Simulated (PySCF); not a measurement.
# Spin states and ions at one geometry of Hg2Br2

PySCF 2.14.0, RKS B3LYP, Hg def2-SVP with ECP60, Br def2-SVP; non-relativistic Hamiltonian with scalar-relativistic core potentials where named; density fitting; no spin-orbit coupling; singlets restricted, open shells unrestricted. The geometry is relaxed for charge 0, singlet, vacuum:

```xyz
4

Hg    0.0000    0.0000    1.1851
Hg    0.0000    0.0000   -3.2746
Br    2.4434    0.0000    1.1971
Br   -2.4434    0.0000    1.1971
```

Energies count from the relaxed state; an electron taken off or put on is at rest in vacuum. Charges and spins are Mulliken's.

```csv
state,energy (eV),spin squared,charge on Hg1 (e),spin on Hg1 (e),dipole about the centre of mass (D)
"charge 0, singlet, vacuum",0.00,0.00,0.47,0.00,0.23
"charge 0, triplet, vacuum",3.71,2.00,0.17,0.54,0.03
```

Question: What does the state charge -1, doublet, vacuum give?

Answer: energy (eV) -0.91, spin squared 0.75, charge on Hg1 (e) 0.01, spin on Hg1 (e) 0.46, dipole about the centre of mass (D) 5.16.

With an electron put on (doublet) the charges change, summed by element, by Hg -0.55 e, Br -0.45 e. The vertical electron affinity is 0.91 eV, against −ε(LUMO) = 2.98 eV of the relaxed state. The basis has no diffuse functions, which an added electron needs. The added electron's level lies above zero.

Open shells may have lower solutions than those found.

A frequency check found unstable modes (1, the lowest at -23 cm⁻¹), so the relaxed geometry is a saddle point, or these are noise.
